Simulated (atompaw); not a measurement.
gadolinium (Gd): one change to a PAW (atompaw) potential, before and after

Gd, PAW, made with atompaw 4.2.0.5 (PBEsol, scalar-relativistic). Core [Kr] 4d10, reference 4f7 5s2 5p6 5d1 6s2 6p0. Waves: 5s (bound): rc 2.00 bohr; 6s (bound): rc 2.35 bohr; 5p (bound): rc 2.10 bohr; 6p (bound, empty): rc 3.00 bohr; 5d (bound): rc 3.00 bohr; 5d channel at 0.7 Ry: rc 2.55 bohr; 4f (bound): rc 1.40 bohr; 4f channel at 1.75 Ry: rc 1.40 bohr. Local part: bessel scheme, radius 2.15 bohr. Core correction: smooth core density matched at 1.80 bohr. Augmentation charge: sinc compensation charge, radius 2.25 bohr; PAW radius 3.00 bohr; waves and projectors: custom polynom gramschmidtortho.

Change: reference 4f7 5s2 5p6 5d1 6s1 6p1.

Cutoffs: the cutoffs (Ry, on a coarse ladder) from which the occupation-weighted sum of valence levels, in a spherical-Bessel basis at the reference potential, stays within 10 and 1 mRy of its value at 400 Ry; they do not see the model core or the augmentation charge, which bear on the density cutoff.

**Question.** What does the change do?

**Answer.** The potential gets neither clearly harder nor softer (100 Ry and 160 Ry → 100 Ry and 160 Ry); the range in which the d phases agree widens (upper end 2.6 → at the end of the scan); neither file shows a bound ghost.

```tsv
quantity	base	changed
cutoff, loose	100 Ry	100 Ry
cutoff, tight	160 Ry	160 Ry
bound ghosts	none	none
s: phases at 3.00 bohr within 0.05 rad from the reference energy up to (Ry; the scan ends near 5)	4.3	4.2
p: phases at 3.00 bohr within 0.05 rad from the reference energy up to (Ry; the scan ends near 5)	to the end of the scan	to the end of the scan
d: phases at 3.00 bohr within 0.05 rad from the reference energy up to (Ry; the scan ends near 5)	2.6	to the end of the scan
f: phases at 3.00 bohr within 0.05 rad from the reference energy up to (Ry; the scan ends near 5)	4.8	4.8
lowest overlap eigenvalue by channel	s 0.59, p 0.55, d 0.83, f 1.00	s 0.59, p 0.55, d 0.87, f 1.00
```

 The cutoffs see the waves, projectors and local potential, not the compensation charge or the core.
